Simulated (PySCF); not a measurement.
A structure optimised at r2SCAN-D4/def2-SVP, used in a PySCF frequency run:

```xyz
11

C     -0.9121    -3.1009     0.0000
C      0.0659    -2.2325     0.0000
C      1.0532    -1.3533     0.0000
C      0.9286     0.1059     0.0000
C     -0.2361     0.7780     0.0000
Cl    -0.3203     2.5039     0.0000
H     -1.3396    -3.4832     0.9362
H     -1.3396    -3.4832    -0.9362
H      2.0786    -1.7469     0.0000
H      1.8632     0.6755     0.0000
H     -1.2148     0.2887     0.0000
```

Task: Write its SMILES, formula and point group.

Result: C=C=C/C=C/Cl, C5H5Cl, Cs

Task: What are its rotational constants (standard atomic weights)?

Result: 9.6062, 1.1089, 1.0011 GHz
